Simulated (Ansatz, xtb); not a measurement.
# C6H7N2S+: which of two isomers lies lower

Structure X is `CC[n+]1cscc1C#N`, a singlet and structure Y is `N#CCC[n+]1ccsc1`, a singlet. Both are isolated ions in the gas phase, relaxed with PBE-D3(BJ)/def2-SVP; the shapes shown needn't be the lowest conformers.

X (Å):

```xyz
16

C    -0.2747    0.5850   -1.7850
C    -0.9129   -0.7056   -1.2866
C    -1.4880   -0.6561    1.1395
C     0.6156   -1.5441    2.0050
C     0.5834   -1.4592    0.6265
C     1.6111   -1.8355   -0.2831
N    -0.6345   -0.9499    0.1573
N     2.4517   -2.1410   -1.0423
S    -0.8646   -0.9870    2.6911
H     0.8292    0.5599   -1.7025
H    -0.5244    0.7058   -2.8571
H    -0.6613    1.4687   -1.2408
H    -2.0142   -0.6974   -1.3928
H    -0.5297   -1.5924   -1.8290
H    -2.4900   -0.2431    0.9582
H     1.4399   -1.9138    2.6284
```

Y (Å):

```csv
atom,x (Å),y (Å),z (Å)
C,0.2530,1.4556,-0.9862
C,-0.8567,0.5425,-1.2492
C,-0.9623,-0.5232,-0.1372
C,0.5432,-2.4822,-0.6538
C,1.8067,-2.9544,-0.4173
C,1.3344,-0.8527,0.7388
N,1.1896,2.0916,-0.6868
N,0.2923,-1.2915,0.0141
S,2.6734,-1.8917,0.6410
H,-1.8142,1.1035,-1.2860
H,-0.7237,0.0710,-2.2459
H,-1.1870,-0.0523,0.8384
H,-1.7707,-1.2426,-0.3639
H,-0.2372,-2.9391,-1.2754
H,2.2679,-3.8727,-0.8034
H,1.3220,0.0870,1.3079
```

Quicker runs give these differences E(Y) − E(X): GFN2-xTB −3.0 kcal/mol; HF/STO-3G −0.9 kcal/mol (at GFN2-xTB geometries); r2SCAN-D4/def2-SVP −4.2 kcal/mol (at GFN2-xTB geometries).

Estimate E(Y) − E(X) at the level CCSD(T)/def2-SVP + ΔMP2/def2-TZVPP.

Calculated at CCSD(T)/def2-SVP + ΔMP2/def2-TZVPP: E(Y) − E(X) = −5.7 kcal/mol, so structure Y lies lower.

Level by level:

```csv
level,geometry,E(Y) − E(X) (kcal/mol),departure from the last row (kcal/mol),"job, with rough time for the two"
GFN2-xTB,GFN2-xTB,−3.0,+2.7,"optimisation, 0.27 s"
HF/STO-3G,GFN2-xTB,−0.9,+4.9,"single point, 0.6 s"
r2SCAN-D4/def2-SVP,GFN2-xTB,−4.2,+1.5,"single point, 5.4 s"
PBE-D3(BJ)/def2-SVP,PBE-D3(BJ)/def2-SVP,−3.5,+2.3,"optimisation, 38 s"
HF/def2-SVP,PBE-D3(BJ)/def2-SVP,−8.1,−2.4,part of the CCSD(T) run
MP2/def2-SVP,PBE-D3(BJ)/def2-SVP,−3.5,+2.2,part of the CCSD(T) run
CCSD(T)/def2-SVP,PBE-D3(BJ)/def2-SVP,−4.6,+1.1,single point
CCSD(T)/def2-SVP + ΔMP2/def2-TZVPP,PBE-D3(BJ)/def2-SVP,−5.7,,"single point, 3.1 min"
```

As drawn, both hold the same kinds of bond in the same numbers. Structure X has 1 methyl group, Y 0.

The levels shown agree on the order. The largest departure from CCSD(T)/def2-SVP + ΔMP2/def2-TZVPP is that of HF/STO-3G, 4.9 kcal/mol. The last row adds to CCSD(T) the change of the MP2 difference between the two basis sets, here −1.1 kcal/mol.

With thermal terms from frequencies at re-optimised GFN2-xTB minima (ideal gas, soft modes damped towards free rotors, one conformer each, 298.15 K, 1 atm): the zero-point term adds 0.0 kcal/mol; ΔH is −5.9 and ΔG −5.6 kcal/mol.

The correlated steps freeze 13 core orbitals. Run with Ansatz 0.2.0, xtb 6.7.1; the last row on 4 threads of Arm Neoverse V1 on a shared host.
